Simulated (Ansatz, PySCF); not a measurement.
Members of the series GeXY, Y = H; each row names its spin state. Gas-phase values, no solvent. One relaxed conformer stands for each flexible species; it need not be the lowest. Strings in code marks are SMILES.

Quantity: adiabatic spin-state energy, in kJ/mol. HF references are unrestricted for open shells and restricted for singlets. The restricted reference of `[GeH2]`, `[F][GeH]` and `[Cl][GeH]` is unstable towards unrestricted orbitals.

Level 1: frozen-core CCSD(T) with HF/cc-pV5Z and the correlation energy extrapolated as X^-3 from cc-pVQZ and cc-pV5Z // PBE0-D3(BJ)/def2-TZVP (Ansatz, an electronic-structure program)
Level 2: B3LYP/cc-pVTZ // PBE0-D3(BJ)/def2-TZVP (Ansatz)
Level 3: PBE-D3(BJ)/def2-TZVP // PBE0-D3(BJ)/def2-TZVP (PySCF)
Level 4: B3LYP/6-31G* // PBE0-D3(BJ)/def2-TZVP (PySCF)

```csv
species,level 1,level 2,level 3,level 4
`[Cl][GeH]`: multiplicity 3 minus multiplicity 1,161.3,(withheld),(withheld),175.7
`[GeH2]`: multiplicity 3 minus multiplicity 1,94.5,110.8,98.5,112.9
`[F][GeH]`: multiplicity 3 minus multiplicity 1,180.6,192.1,180.2,(withheld)
```

### Question
Fill in the missing entries.

### Answer

- `[Cl][GeH]`: multiplicity 3 minus multiplicity 1, level 2: 173.4
- `[Cl][GeH]`: multiplicity 3 minus multiplicity 1, level 3: 162.0
- `[F][GeH]`: multiplicity 3 minus multiplicity 1, level 4: 193.7
